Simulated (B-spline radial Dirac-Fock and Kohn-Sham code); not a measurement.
Dipole and non-dipole photoemission parameters of Cu 2s

System: the free copper atom in the configuration [Ar] 3d10 4s1; threshold 1096.7 eV (tabulated edge). Method: Dirac-Hartree-Slater photoionisation with a Latter tail; cross sections with all multipoles, angular parameters from the dipole term and its interference with E2. Computed with an atomic code on a B-spline grid.

For linearly polarised light dσ/dΩ = σ/(4π) [1 + β P₂(cos θ) + (δ + γ cos²θ) sin θ cos φ], with θ from the polarisation vector and φ the angle between the beam and the projection of the electron momentum on the plane normal to the polarisation.

```tsv
hν (eV)	σ (kb)	β	γ
1150	110	1.999	0.894
1160	109	1.999	0.854
1490	76.0	1.999	0.151
1840	53.5	1.999	-0.037
2000	46.2	1.999	-0.061
2020	45.4	1.999	-0.063
2170	39.9	1.999	-0.065
2984.4	21.7	1.999	0.047
4890	7.74	1.999	0.465
5414.7	?	?	?
7650	2.79	1.999	1.000
9690	1.58	1.999	1.333
12000	0.930	1.999	1.660
15000	0.527	1.998	2.034
```

Q: Give the values at Cr Kα (5414.7 eV).

A: σ = 6.17 kb, β = 1.999, γ = 0.576. For an s subshell δ is negligible.
